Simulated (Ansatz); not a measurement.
`NC(O)(F)[SiH3]` + HCl → `OC(F)([SiH3])Cl` + NH₃ at 700 K and 1 bar (substitution at a C–N bond).

Isolated molecules relaxed with PBE0-D4/def2-TZVP in Ansatz; ΔE leaves out vibrations. CCSD(T)/CBS is the MP2 limit (def2-TZVPP, def2-QZVPP) plus CCSD(T) − MP2 in def2-TZVPP, frozen cores. This one scheme is used for every species. Each species was taken in one conformer, which may not be the lowest.

```csv
species,CCSD(T)/CBS energy (Eh),H − E (kJ/mol),S (J/(mol·K))
`NC(O)(F)[SiH3]`,-560.39465,280.4,462.1
HCl,-460.38127,38.4,211.8
`OC(F)([SiH3])Cl`,-964.26424,204.3,451.0
NH₃,-56.50880,116.9,226.5
```

H − E and S are ideal-gas, rigid-rotor, harmonic terms from PBE0-D4/def2-TZVP, for one conformer and one mirror image of each species. 1 Eh = 2625.50 kJ/mol, R = 8.31446 J/(mol·K).

Problem. By hand: ΔE, ΔH, ΔS and ΔG.

Solution. ΔE = (-964.26424) + (-56.50880) − (-560.39465) − (-460.38127) = 0.00288 Eh = 7.6 kJ/mol. Δ(H − E) = 204.3 + 116.9 − 280.4 − 38.4 = 2.4, so ΔH = 10.0 kJ/mol. ΔS = 451.0 + 226.5 − 462.1 − 211.8 = 3.6 J/(mol·K). ΔG = 10.0 − 700 × (3.6)/1000 = 7.5 kJ/mol.

Problem. By hand: the equilibrium constant, and the temperature at which ΔG would vanish if ΔH and ΔS stayed fixed.

Solution. log₁₀ K = −ΔG/(RT ln 10) = -0.6. ΔG = 0 at ΔH/ΔS = 2778 K, far beyond where these terms or the molecules hold.

The number of gas molecules stays the same, so ΔS is small and ΔH decides. A doubt of 5 kJ/mol in ΔE shifts log₁₀ K by 0.4 here. Other conformers and mirror images would add mixing entropy, several J/(mol·K) or more a flexible species. These are equilibria of isolated gas molecules and say nothing of rates. Largest T1 diagnostic: 0.012 (customary marks: 0.02 for closed shells, 0.045 for open ones).
